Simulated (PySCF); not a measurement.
Compound: C6H5F3.
Cartesian coordinates in Å at the PBE0-D3(BJ)/def2-SVP level; atoms count from 1:
```
atom  x, y, z in Å
C1     1.7391    1.7418    0.8240
C2     1.0996    0.7342    0.6255
C3     0.3531   -0.4967    0.3622
C4     0.7212   -1.1060   -0.9986
C5    -1.1323   -0.3093    0.5215
F6    -1.7514   -1.2352    1.2606
C7    -1.8681    0.6462   -0.0447
F8    -1.3598    1.5768   -0.8151
F9    -3.1614    0.7737    0.0995
H10    2.2955    2.6426    1.0057
H11    0.6188   -1.2200    1.1530
H12    0.4614   -0.4107   -1.8093
H13    1.8001   -1.3095   -1.0502
H14    0.1748   -2.0478   -1.1515
```

All values: B3LYP/def2-SVPD (PySCF, non-relativistic), on one gas-phase PBE0-D3(BJ)/def2-SVP geometry that isn't relaxed in the solvent. The solvent is an IEF-PCM continuum (van der Waals radii × 1.2). Specific hydrogen bonds and non-electrostatic terms are outside this model.

Gas phase at B3LYP/def2-SVPD: HOMO -7.12 eV, LUMO -0.09 eV, dipole 1.73 D.

Problem. What does the continuum do to the energy, the frontier levels and the dipole at B3LYP/def2-SVPD in chloroform and acetone?

Solution. 
```csv
solvent,ε,E(solvent) − E(gas) (kcal/mol),polarisation term (kcal/mol),distortion of the solute (kcal/mol),HOMO (eV),LUMO (eV),dipole (D)
chloroform,4.711,-2.79,-3.02,0.23,-7.08,0.01,2.01
acetone,20.49,-3.74,-4.17,0.43,-7.08,0.02,2.10
```

Polarisation term: ½ Σ q·V over the induced surface charges. Distortion: the rise of the solute's own energy as its density leaves the gas-phase optimum. From chloroform to acetone the lowering changes by a factor 1.34, Onsager's factor (ε − 1)/(2ε + 1) by 1.30 and ε itself by 4.3.

Problem. Which radius a makes the point-dipole formula ΔE = −[(ε − 1)/(2ε + 1)]·μ²/a³ give the value in acetone, with the gas-phase dipole?

Solution. μ = 0.681 au and |ΔE| = 0.00597 Eh give a = 1.75 Å; the farthest nucleus lies 3.64 Å from the centroid of the nuclei, so such a sphere wouldn't even hold the nuclei. The formula assumes a rigid point dipole at the centre of a sphere.

Problem. Give the dipole vector in the frame of the coordinates (D, pointing from negative to positive charge), gas and acetone.

Solution. Gas (1.58, -0.49, -0.50), solvent (1.85, -0.81, -0.58). Its length changes by +22 % and its direction by 6°.

Problem. How does the static polarisability (B3LYP/def2-SVPD, frozen core, with the continuum's full static response) change?

Solution. 
| medium | isotropic (au) | principal values (au) | ⟨r²⟩ of the electrons (bohr²) |
| --- | --- | --- | --- |
| gas | 72.3 | 59.5, 74.2, 83.2 | 1177.9 |
| chloroform | 87.4 | 72.2, 90.0, 100.0 | 1177.6 |
| acetone | 93.5 | 77.9, 96.3, 106.4 | 1177.5 |

The isotropic value in acetone is 1.29 times the gas-phase one; no cavity-field correction is applied. ⟨r²⟩ is taken about the centre of nuclear charge.
